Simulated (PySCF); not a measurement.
RbIn⁺: energy against distance

Set-up: Rb def2-SVPD with ECP28, In def2-SVPD with ECP28; scalar-relativistic core potentials (PySCF 2.14). Energies in eV from Rb⁺ + In in their ground configurations at the same level. State: ²Σ⁺ (doublet), unpaired electrons σ ↑.

```
R (Å)   r²SCAN
3.636  -0.3757
3.805  -0.4452
3.974  -0.4834
4.101  -0.4976
4.228  -0.5029
4.355  -0.5015
4.524  -0.4918
4.735  -0.4712
4.989  -0.4389
5.327  -0.3898
```

Q: Put a parabola through the three lowest points of the r²SCAN curve and estimate Re, k and ωe (reduced mass 48.83 u; 1 eV/Å² = 0.16022 mdyn/Å; ωe = 1302.8·√(k/μ) cm⁻¹).

A: Through R = 4.101, 4.228, 4.355 Å the second-order coefficient is 0.208 eV/Å², so Re ≈ 4.265 Å, k ≈ 0.0666 mdyn/Å and ωe ≈ 48 cm⁻¹. A polynomial fit of higher order to the unrounded r²SCAN energies gives Re = 4.259 Å, k = 0.0621 mdyn/Å, ωe = 46.5 cm⁻¹; anharmonicity and rounding make the difference.

The higher-order fit for each curve: r²SCAN: Re = 4.259 Å, ωe = 46.5 cm⁻¹, De = 0.50 eV.

These are scalar-relativistic numbers at best; spin–orbit coupling would shift them, the dissociation energy most. For an ion De counts to the pair picked by the measured ionisation energies or electron affinities, which need not be the lowest pair at this level. The state is the lowest determinant that a PBE0 search found; another state may lie lower at other levels.
